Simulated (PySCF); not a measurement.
## An isoelectronic set: 63 electrons

PBE0 in PySCF with def2-SVPD on every atom (core potentials on Cd, In, Sn, Sb), for the lowest determinant that a PBE0 search found; no spin–orbit coupling. All have 63 electrons, 7 of them in the valence shells, and the same state, a quartet (σ ↑, π ↑↑). For ions De leads to the atom and ion picked by measured ionisation energies and electron affinities.

| species | difference of nuclear charges | Re (Å) | ωe (cm⁻¹) | k (mdyn/Å) | De (eV) | dissociates to |
| --- | --- | --- | --- | --- | --- | --- |
| CdSi⁻ | 34 | 2.703 | 179 | 0.425 | n/a | Cd + Si⁻ |
| AlIn⁻ | 36 | 2.694 | 245 | 0.770 | n/a | Al⁻ + In |
| MgSn⁻ | 38 | 2.915 | 180 | 0.382 | 1.11 | Mg + Sn⁻ |
| CdP | 33 | 2.679 | 170 | 0.414 | 0.34 | Cd + P |
| InSi | 35 | 2.625 | 258 | 0.884 | 2.35 | In + Si |
| AlSn | 37 | 2.661 | 266 | 0.919 | 2.24 | Al + Sn |
| MgSb | 39 | 2.871 | 206 | 0.499 | 0.63 | Mg + Sb |
| AlSb⁺ | 38 | 2.805 | 187 | 0.456 | 0.93 | Al⁺ + Sb |

Weak bonds: CdP. Basis-set superposition, not corrected here, can be much of De in a small basis, most of all at correlated wavefunction levels. Functionals without a dispersion term scatter widely for such bonds, and LDA overbinds them. These are scalar-relativistic numbers at best; spin–orbit coupling would shift them, the dissociation energy most. For an ion De counts to the pair picked by the measured ionisation energies or electron affinities, which need not be the lowest pair at this level. The highest Kohn–Sham level is positive in some of these anions. Much of that is self-interaction error, but it also means that the finite basis helps to hold the extra electron. States were picked by a PBE0 search and need not be the measured ground states.
